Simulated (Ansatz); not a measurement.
Cu₂O⁻. Total charge -1; doublet. Geometry r2SCAN-D4/def2-TZVPD; atoms count from 1.

```xyz
3

Cu   -1.1839   -1.1110    0.6315
Cu    1.1832    1.1116   -0.6316
O     0.0006   -0.0006    0.0001
```

The highest occupied level of the charge -1 doublet lies above zero (up to 0.23 eV). It is a level of α spin, whose loss leaves a singlet; that state wasn't run at this geometry and level. The electron is either unbound and held by the finite basis, or the level is raised by self-interaction error. No other spin state of charge -1 was run. Another isomer (doublet) lies 0.28 eV lower at PBE0-D4/def2-TZVPD; other spin states weren't run for this one.

Problem. Estimate the Mulliken populations from the PBE0/def2-TZVPD orbitals of Ansatz.

Solution. 
```json
{"atom": "Cu1", "charge (e)": "-0.19", "spin (α − β)": "0.59", "d electrons": "9.82"}
{"atom": "Cu2", "charge (e)": "-0.19", "spin (α − β)": "0.59", "d electrons": "9.82"}
{"atom": "O3", "charge (e)": "-0.63", "spin (α − β)": "-0.18", "d electrons": "–"}
```
Mulliken values and Mayer orders depend strongly on the basis. With diffuse functions, as here, like atoms can get unlike values, and bond orders can come out too low or too high.

Problem. Where does the spin sit?

Solution. Summed by element: Cu 1.18, O -0.18, of 1 unpaired in all. Largest on single atoms: Cu1 0.59, Cu2 0.59, O3 -0.18.

Problem. And the Mayer bond orders between bonded heavy atoms (over 0.3)?

Solution. Cu1–O3 0.66 (1.74 Å); Cu2–O3 0.66 (1.74 Å). Values over 0.3 also appear between atoms too far apart for a bond (Cu1–Cu2 0.55 at 3.48 Å); they arise where an orbital or an unpaired electron spreads over both atoms.
